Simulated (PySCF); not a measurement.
Compound: C₇H₁₅PSi.
SMILES with atom numbers: `[CH2:1]=[CH:2][Si@@:3]1([PH2:4])[CH2:5][CH2:6][C@@H:7]1[CH2:8][CH3:9]`

Cartesian coordinates in Å at the GFN2-xTB level; atoms count from 1:
```xyz
24
C7H15PSi angstrom
C      2.7699    0.6983    2.4295
C      1.7802    1.0697    1.6334
Si     0.9369   -0.1003    0.4055
P      2.1865   -0.6082   -1.4059
C     -0.0070   -1.6292    1.0763
C     -1.2641   -1.2001    0.2991
C     -0.8912    0.2456   -0.0849
C     -1.1831    0.6324   -1.5260
C     -2.6760    0.6483   -1.8375
H      3.2532    1.3799    3.1131
H      3.1400   -0.3144    2.4365
H      1.4484    2.1004    1.6621
H      3.3530   -0.7721   -0.6789
H      2.4894    0.7140   -1.6905
H     -0.1651   -1.6057    2.1518
H      0.3551   -2.6202    0.8152
H     -2.1807   -1.2755    0.8830
H     -1.3782   -1.8073   -0.5980
H     -1.3855    0.9560    0.5808
H     -0.7650    1.6236   -1.7233
H     -0.6780   -0.0745   -2.1921
H     -3.1898    1.3581   -1.1919
H     -3.1117   -0.3350   -1.6773
H     -2.8490    0.9359   -2.8725
```

NICS = −σ at a ghost point: NICS(0) at the centroid of the ring atoms, NICS(1) 1 Å to either side along the normal of their mean plane, zz for the tensor component along that normal. Level: GIAO PBE0/pcSseg-1 (PySCF, non-relativistic, gas phase) on the GFN2-xTB geometry, one conformer.

Ring bond lengths (Å), with Mayer bond orders in brackets: Si3–C5 1.918 (0.94), C5–C6 1.539 (1.02), C6–C7 1.542 (0.98), C7–Si3 1.924 (0.88).

**Question.** What do the NICS probes read (ppm)?

**Answer.** 
```
        ring                                              type  NICS(0)  NICS(1), two faces  NICS(1)zz, two faces  rms pucker (Å)  centre to ring atoms, mean (Å)
Si3–C5–C6–C7  4-membered ring with Si; formal bonds all single     -0.4         -0.7 / -1.1             5.1 / 4.6            0.09                            1.22
```

**Question.** What can be read from them?

**Answer.** 
- Si3–C5–C6–C7: mean NICS(1)zz 4.8 ppm, deshielded. Si3, C5, C6, C7 have four or more neighbours, so the value isn't read as a sign of a π ring current.

**Question.** Give the inner angles of the rings and the Hirshfeld charges of the ring atoms.

**Answer.** 
- Si3–C5–C6–C7: Si3 76.4° (+0.336 e), C5 90.2° (-0.168 e), C6 100.9° (-0.073 e), C7 89.9° (-0.112 e); sum 357.4° against 360° for a flat convex ring.

**Question.** What are the shieldings of the ring atoms and their hydrogens in the same run (means over atoms taken as equivalent)?

**Answer.** 
```json
{"atoms": "Si3", "environment": "four-coordinate silicon", "σ isotropic (ppm)": "337.5"}
{"atoms": "C5", "environment": "sp3 carbon bound to silicon", "σ isotropic (ppm)": "171.2"}
{"atoms": "C6", "environment": "four-membered-ring carbon", "σ isotropic (ppm)": "160.2"}
{"atoms": "C7", "environment": "sp3 carbon bound to silicon", "σ isotropic (ppm)": "152.7"}
{"atoms": "H15", "environment": "methylene hydrogen", "σ isotropic (ppm)": "30.30"}
{"atoms": "H16", "environment": "methylene hydrogen", "σ isotropic (ppm)": "30.31"}
{"atoms": "H17", "environment": "methylene hydrogen", "σ isotropic (ppm)": "29.27"}
{"atoms": "H18", "environment": "methylene hydrogen", "σ isotropic (ppm)": "29.93"}
{"atoms": "H19", "environment": "methine hydrogen", "σ isotropic (ppm)": "30.02"}
```
